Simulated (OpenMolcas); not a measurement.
Ir3+ among 4 point charges of -0.8 e arranged as a tetrahedron (Td), 2.12 Å from the ion.
```
   1.2240    1.2240    1.2240  -0.80
   1.2240   -1.2240   -1.2240  -0.80
  -1.2240    1.2240   -1.2240  -0.80
  -1.2240   -1.2240    1.2240  -0.80
```

```
Program             : OpenMolcas 26.06
Method              : SS-CASPT2, IPEA 0.25 Eh, imaginary shift 0.1 Eh (closed shells correlated: 4f 5s 5p)
Basis               : ANO-RCC-VDZP [7s6p4d2f]
Scalar Hamiltonian  : DKH2, point nucleus
Active space        : 6 electrons in 5 orbitals (5d)
State averaging     : 2S+1 = 5 even, 5 roots; 2S+1 = 3 even, 45 roots; 2S+1 = 1 even, 50 roots
Spin-orbit coupling : state interaction with AMFI integrals over the reference wave functions
```

Task: What is the spin-free ground state (labels of Td)?

Result: 5E, 2-fold in its orbital part, 100 % from free-ion D terms; it has the highest spin that d6 allows.

Task: Where is the first state of the same spin?

Result: 5T2 at 1600 cm-1 above the ground state.

Task: What are the lowest two levels with spin-orbit coupling?

Result: A 1-fold level A1, then a 3-fold level T1 77 cm-1 above it. Their leading multiplicities are 5 (84 %) and 5 (83 %).

Task: What is χT at 300 K?

Result: 5.13 cm3 K/mol.

Roots that are degenerate in the reference are averaged as groups; the widest CASPT2 spread within a group is 180 cm-1 (the 3-fold group of multiplicity 3 near 43100 cm-1 above the lowest state of its run). Shifts and gaps below about the spread of the groups concerned are not significant. Spin-orbit coupling mixes the spin-free states strongly: the lowest level takes only 57 % from its leading state, 5E. An orbital doublet at a regular site is open to a Jahn-Teller distortion, which this geometry leaves out. Point charges give a weaker field than real ligands, and real ions of this kind are as a rule low spin; the high spin found here belongs to the model. The ground term spreads over less than 5000 cm-1, several times less than with real ligands, so orbital moments are less quenched and χT lies further from the spin-only value than at real sites. Free-ion shares, where given, are those of the reference states; single-state CASPT2 does not remix them. Point charges carry no covalency, so the field is a model and not that of real ligands. No measured value stands beside these numbers.
